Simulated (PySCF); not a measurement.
# Computed properties of GeF4, SMILES [F][Ge]([F])([F])[F]

GeF₄, SMILES [F][Ge]([F])([F])[F]. Geometry optimised at PBE0-D3(BJ)/def2-SVP. The isomer is the one that the SMILES or the coordinates give; other isomers of the formula were not compared. The values are those of a single conformer. All values are computed for the isolated molecule unless a solvent is named; none is compared with measurement here.

**Structure.** The optimised structure has Td symmetry. All 9 harmonic modes at PBE0-D3(BJ)/def2-SVP (PySCF) are real, so it is a minimum. With heavy atoms numbered as in [F:1][Ge:2]([F:3])([F:4])[F:5], the shortest bond between them is F1–Ge2 at 1.698 Å and the longest Ge2–F5 at 1.698 Å.

**Vibrations.** The strongest infrared lines (harmonic, unscaled, degenerate partners summed) lie at 809 cm⁻¹ (277 km/mol, F 74 %, Ge 26 %), 266 cm⁻¹ (141 km/mol, F 75 %, Ge 25 %). The softest mode is at 197 cm⁻¹ and the zero-point energy is 6.2 kcal/mol.

**Electronic structure.** M06-2X/def2-TZVP (PySCF) places the frontier levels at -14.94 and -0.56 eV, a gap of 14.38 eV, and gives a dipole moment of 0.00 D and a mean polarisability of 22.8 bohr³.

**Excitations.** TDA-ωB97X/def2-SVPD (PySCF) has S1 at 9.25 eV (134 nm, f = 0.000, dark); the most intense of the 10 singlets computed lies at 10.02 eV (f = 0.51). Strengths of degenerate partners are summed. T1 (TDA) is at 8.77 eV, 0.48 eV under S1. No vertical singlet excitation falls in the visible range (under 3.1 eV).

**NMR.** GIAO shifts at PBE0/pcSseg-1 (PySCF) (non-relativistic, atoms alike by connectivity averaged): ¹⁹F at -170.7 ppm against CFCl3.
